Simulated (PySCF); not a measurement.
Two species compared at the same levels of theory.

First species: 1,3-difluoropropane, C3H6F2.
SMILES with atom numbers: `[F:1][CH2:2][CH2:3][CH2:4][F:5]` (hydrogens: H6, H7 on C2; H8, H9 on C3; H10, H11 on C4)

Structure used (GFN2-xTB), in Å, numbered top down from 1:
```xyz
11
C3H6F2 angstrom
F      1.6418    0.4877   -1.0884
C      1.1838   -0.4392   -0.1821
C      0.0416    0.1511    0.6347
C     -1.2074    0.3478   -0.2150
F     -1.7449   -0.8731   -0.5487
H      0.8524   -1.3094   -0.7566
H      2.0347   -0.7059    0.4519
H     -0.1859   -0.5255    1.4590
H      0.3466    1.1164    1.0402
H     -1.9828    0.8923    0.3327
H     -0.9745    0.8605   -1.1535
```

Second species: C₃H₉NOSi.
SMILES: `C=CCO[SiH2]N`

Levels: PBE0/def2-SVPD for dipole moment, HOMO energy, LUMO energy, HOMO–LUMO gap, static isotropic polarisability and electronic spatial extent ⟨r²⟩ about the centre of nuclear charge; TDDFT PBE0/def2-SVPD for lowest singlet excitation; TDA PBE0/def2-SVPD for lowest triplet excitation (Tamm–Dancoff); GFN2-xTB for rotational constant A and rotational constant C. Geometries: GFN2-xTB. Each species is one conformer at its optimised geometry, gas phase, non-relativistic unless stated. Electronic properties by PySCF.

The conformers computed, where there is a choice (atom-mapped SMILES and torsion angles):
- `[F:1][CH2:2][CH2:3][CH2:4][F:5]`: F1–C2–C3–C4 69°, C2–C3–C4–F5 70°
- `[CH2:1]=[CH:2][CH2:3][O:4][SiH2:5][NH2:6]`: C1–C2–C3–O4 -3°, C2–C3–O4–Si5 166°, C3–O4–Si5–N6 56°, H–N6–Si5–O4 45°, H–N6–Si5–O4 -178°

```json
{"property": "dipole moment", "column X": "1.83 D", "column Y": "1.57 D"}
{"property": "HOMO energy", "column X": "-9.39 eV", "column Y": "-7.37 eV"}
{"property": "LUMO energy", "column X": "0.75 eV", "column Y": "0.42 eV"}
{"property": "HOMO–LUMO gap", "column X": "10.14 eV", "column Y": "7.79 eV"}
{"property": "lowest singlet excitation", "column X": "8.87 eV", "column Y": "6.61 eV"}
{"property": "lowest triplet excitation (Tamm–Dancoff)", "column X": "8.60 eV", "column Y": "4.49 eV"}
{"property": "static isotropic polarisability", "column X": "40.1 au", "column Y": "74.1 au"}
{"property": "electronic spatial extent ⟨r²⟩ about the centre of nuclear charge", "column X": "473 bohr²", "column Y": "992 bohr²"}
{"property": "rotational constant A", "column X": "9.972 GHz", "column Y": "8.338 GHz"}
{"property": "rotational constant C", "column X": "2.658 GHz", "column Y": "1.215 GHz"}
```

(1) Which column belongs to which species?

(2) How does each property change from the first species to the second?

## Answers

(1) Column X is the first species and column Y the second. The first has 11 atoms and 42 electrons, the second 15 and 56.

(2) dipole moment -0.26 D; HOMO energy +2.02 eV; LUMO energy -0.33 eV; HOMO–LUMO gap -2.35 eV; lowest singlet excitation -2.26 eV; lowest triplet excitation (Tamm–Dancoff) -4.11 eV; static isotropic polarisability +34.0 au; electronic spatial extent ⟨r²⟩ about the centre of nuclear charge +519 bohr²; rotational constant A -1.634 GHz; rotational constant C -1.443 GHz.

On the first: The vertical singlet–triplet gap S1 − T1 is 0.27 eV (TDDFT singlet less Tamm–Dancoff triplet). The principal polarisabilities are 38.6, 38.6 and 43.2 au; their mean is the isotropic value.

On the second: The polarisability is 10.98 Å³ as a volume (1 au = 0.148185 Å³), or 1.32 au for each of the 56 electrons. The vertical singlet–triplet gap S1 − T1 is 2.12 eV (TDDFT singlet less Tamm–Dancoff triplet; S1: HOMO−1→LUMO+1, weight 0.47, beside HOMO−1→LUMO, weight 0.47; T1: HOMO→LUMO, weight 0.53, beside HOMO→LUMO+1, weight 0.30).
